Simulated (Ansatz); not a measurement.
Abridged output of a molecular run in Ansatz:

```
Functional definition: HF
1470 factors; integrals over basis functions are off by at most 7.4e-4 eV
mean field evaluation 1: about -66683.7495 eV, gradient 4.6e1 eV
mean field evaluation 2: about -66684.0988 eV, gradient 4.6e1 eV
mean field evaluation 4: about -66688.1749 eV, gradient 4.5e0 eV
mean field evaluation 8: about -66688.2479 eV, gradient 7.7e-1 eV
mean field evaluation 16: about -66688.2496 eV, gradient 1.5e-6 eV
mean field -66688.24961050 eV, -2450.7479702669 hartree, gradient 1.5e-6 eV, S^2 0.000000; 0 other end points of the search recorded, 0 dependent functions left out
17 core orbitals not correlated: weight in the atoms' cores, before any rotation towards them, 1.000 or more for the frozen orbitals, at most 0.000 for the correlated occupied ones
reference -66688.24961050 eV, -2450.7479702669 hartree; 19, 19 occupied and 191, 191 virtual orbitals, 1470 factors
second order -36.92596296 eV of doubles, -0.00000000 eV of singles
cycle   1  -35.05982234 eV  change     1.9e0 eV  update   1.5e-1
cycle   2  -36.00179938 eV  change   -9.4e-1 eV  update   5.6e-2
cycle   3  -36.21820791 eV  change   -2.2e-1 eV  update   2.6e-2
cycle   4  -36.18908272 eV  change    2.9e-2 eV  update   8.9e-3
cycle   5  -36.17299310 eV  change    1.6e-2 eV  update   3.7e-3
cycle   6  -36.17609977 eV  change   -3.1e-3 eV  update   1.4e-3
cycle   7  -36.17652760 eV  change   -4.3e-4 eV  update   4.7e-4
cycle   8  -36.17584846 eV  change    6.8e-4 eV  update   2.0e-4
cycle   9  -36.17592992 eV  change   -8.1e-5 eV  update   7.6e-5
cycle  10  -36.17607774 eV  change   -1.5e-4 eV  update   3.4e-5
cycle  11  -36.17598703 eV  change    9.1e-5 eV  update   1.5e-5
cycle  12  -36.17599227 eV  change   -5.2e-6 eV  update   6.6e-6
perturbative correction -1.30647097 eV, -0.0480119226 hartree
Total energy: -66725.73207374 eV, -2452.1254253844 hartree
```

Its atoms:

Cartesian coordinates in Å:
```
O -0.117 1.142 -1.106
C -0.277 -0.098 -0.528
Cl 0.928 -1.311 -1.199
Zn -0.099 -0.300 1.404
F 0.089 -0.495 3.131
H 0.714 1.534 -0.826
H -1.238 -0.472 -0.877
```

Problem. Which basis set was used?
A. def2-SVP
B. def2-SVPD
C. def2-TZVPPD
D. def2-TZVPP

Solution. D. It gives 227 functions.

Problem. Write the keys of the input that set method, charge and spin (a neutral closed shell needs none for the last two).

Solution. 
```yaml
correlation: {method: ccsd_t, frozen_orbitals: {C: 1, Cl: 5, F: 1, H: 0, O: 1, Zn: 9}}
```
